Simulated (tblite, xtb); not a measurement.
H$_{4}$NSi (SMILES [NH][SiH3]), doublet, geometry from GFN2-xTB. Base run: GFN1-xTB in xtb.

Here is a job for xtb.
```
$ xtb mol.xyz --gfn 1 --uhf 1 --json

# file mol.xyz
6

N      1.07284404    -0.47233394    -0.03757332
Si    -0.46623376     0.17659403     0.02505938
H      1.90814349     0.00985181    -0.32564380
H     -0.91969709    -0.03779712     1.41254787
H     -1.29533293    -0.71428448    -0.80899513
H     -0.67574904     1.57625096    -0.36572701
```

Programs used: tblite, xtb; a row that names a program was run with it.

The base run was repeated with changes; each row names its change, and settings that it needs were set with it.

```tsv
change	ΔE vs base (kcal/mol)	dipole (D)	G_solv (kcal/mol)	SCF cycles
base	0.000	1.58	-	11
program = tblite; method = gfn1; option = (--efield, 0,0,0.1)	0.186	-	-	-
etemp = 10000	-33.08	2.03	-	10
gbsa = chcl3	-2.39	1.65	-2.53	9
alpb = chcl3	-2.43	1.63	-2.51	10
etemp = 3000	-4.97	1.92	-	10
acc = 30	0.000	1.58	-	9
```

ALPB and GBSA are two models with their own fitted parameters for each solvent, which aren't always the measured dielectric constant.
